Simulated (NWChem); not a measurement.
Everything below was run with NWChem. System: HSi, charge 0, spin multiplicity 2, displaced from the optimised geometry. The structure started from a generated list of species. Its SCF solution wasn't tested for a lower state. Level: UPBE0/def2-SVP.

NWChem printed:

```
             Northwest Computational Chemistry Package (NWChem) 7.3.0
             --------------------------------------------------------

                                NWChem Input Module
                                -------------------

 Scaling coordinates for geometry "geometry" by  1.889725989
 (inverse scale =  0.529177249)

 Turning off AUTOSYM since
 SYMMETRY directive was detected!

                             Geometry "geometry" -> ""
                             -------------------------

 Output coordinates in angstroms (scale by  1.889725989 to convert to a.u.)

  No.       Tag          Charge          X              Y              Z
 ---- ---------------- ---------- -------------- -------------- --------------
    1 Si                  14.0000     0.00000000     0.00000000     0.10576300
    2 H                    1.0000     0.00000000     0.00000000    -1.48068600

 Effective nuclear repulsion energy (a.u.)       4.6698516536

            Nuclear Dipole moment (a.u.)
            ----------------------------
        X                 Y               Z
 ---------------- ---------------- ----------------
     0.0000000000     0.0000000000    -0.0000075589

      Symmetry information
      --------------------

 Group name             C2v
 Group number             16
 Group order               4
 No. of unique centers     2

      Symmetry unique atoms

     1    2


 Summary of "ao basis" -> "" (spherical)
 ------------------------------------------------------------------------------
       Tag                 Description            Shells   Functions and Types
 ---------------- ------------------------------  ------  ---------------------
 *                          def2-svp                  on all atoms

                                 NWChem DFT Module
                                 -----------------

 Summary of "ao basis" -> "ao basis" (spherical)
 ------------------------------------------------------------------------------
       Tag                 Description            Shells   Functions and Types
 ---------------- ------------------------------  ------  ---------------------
 Si                         def2-svp                 8       18   4s3p1d
 H                          def2-svp                 3        5   2s1p

 Summary of "ao basis" -> "ao basis" (spherical)
 ------------------------------------------------------------------------------
       Tag                 Description            Shells   Functions and Types
[...]
     -   - - -        -----         -----         ----         -------
     0   0 0 0     -0.000000     -8.000000     -7.000000     15.000000

     1   1 0 0     -0.000000     -0.000000     -0.000000      0.000000
     1   0 1 0     -0.000000     -0.000000     -0.000000      0.000000
     1   0 0 1     -0.065760     -0.093731      0.027979     -0.000008

     2   2 0 0    -11.940900     -8.607509     -3.333392      0.000000
     2   1 1 0     -0.000000     -0.000000     -0.000000      0.000000
     2   1 0 1     -0.000000     -0.000000     -0.000000      0.000000
     2   0 2 0     -8.658313     -5.150150     -3.508163      0.000000
     2   0 1 1     -0.000000     -0.000000     -0.000000      0.000000
     2   0 0 2    -12.402603    -11.129134     -9.662015      8.388546

  itol2e modified to match energy
  convergence criterion.

            General Information
            -------------------
          SCF calculation type: DFT
          Wavefunction type:  spin polarized.
          No. of atoms     :     2
          No. of electrons :    15
           Alpha electrons :     8
            Beta electrons :     7
          Charge           :     0
          Spin multiplicity:     2
          Use of symmetry is: on ; symmetry adaption is: on
          Maximum number of iterations: 100
          AO basis - number of functions:    23
                     number of shells:    11
          Convergence on energy requested:  1.00D-09
          Convergence on density requested:  1.00D-08
          Convergence on gradient requested:  1.00D-07

              XC Information
              --------------
                         PBE0 Method XC Functional
                     Hartree-Fock (Exact) Exchange  0.250
          PerdewBurkeErnzerhof Exchange Functional  0.750
            Perdew 1991 LDA Correlation Functional  1.000 local
           PerdewBurkeErnz. Correlation Functional  1.000 non-local

             Grid Information
             ----------------
          Grid used for XC integration:  medium
          Radial quadrature: Mura-Knowles
          Angular quadrature: Lebedev.
          Tag              B.-S. Rad. Rad. Pts. Rad. Cut. Ang. Pts.
          ---              ---------- --------- --------- ---------
          Si                  1.10       88           7.0       590
          H                   0.35       45           7.0       434
          Grid pruning is: on
          Number of quadrature shells:   133
          Spatial weights used:  Erf1

          Convergence Information
          -----------------------
          Convergence aids based upon iterative change in
          total energy or number of iterations.
          Levelshifting, if invoked, occurs when the
          HOMO/LUMO gap drops below (HL_TOL):  1.00D-02
          DIIS, if invoked, will attempt to extrapolate
          using up to (NFOCK): 10 stored Fock matrices.

                    Damping( 0%)  Levelshifting(0.5)       DIIS
                  --------------- ------------------- ---------------
          dE  on:    start            ASAP                start
          dE off:    2 iters        100 iters           100 iters

      Screening Tolerance Information
      -------------------------------
          Density screening/tol_rho:  1.00D-12
          AO Gaussian exp screening on grid/accAOfunc:  21
          CD Gaussian exp screening on grid/accCDfunc:  20
          XC Gaussian exp screening on grid/accXCfunc:  20
          Schwarz screening/accCoul:  1.00D-10

                            NWChem DFT Gradient Module
                            --------------------------

  charge          =   0.00
  wavefunction    = open shell

  Using symmetry

                         DFT ENERGY GRADIENTS

    atom               coordinates                        gradient
                 x          y          z           x          y          z
   1 Si      0.000000   0.000000   0.199863    0.000000   0.000000   0.011904
   2 H       0.000000   0.000000  -2.798091    0.000000   0.000000  -0.011904

                 ----------------------------------------
                 |  Time  |  1-e(secs)   |  2-e(secs)   |
                 ----------------------------------------
                 |  CPU   |       0.00   |       0.10   |
                 ----------------------------------------
                 |  WALL  |       0.00   |       0.10   |
                 ----------------------------------------

 Task  times  cpu:        0.7s     wall:        0.7s

 Total times  cpu:        0.8s     wall:        0.8s
```

Question: Write an NWChem input that would produce this output.

Answer: One answer among several that fit: 
```
start mol
memory heap 200 mb stack 900 mb global 1100 mb
geometry units angstroms nocenter noautoz
  Si     0.000000     0.000000     0.105763
  H      0.000000     0.000000    -1.480686
  symmetry group C2v
end
basis spherical
  * library def2-svp
end
dft
  xc pbe0
  odft
  mult 2
  semidirect memsize 60000000 filesize 0
  iterations 100
  convergence energy 1e-9 density 1e-8 gradient 1e-7
end
task dft gradient
```
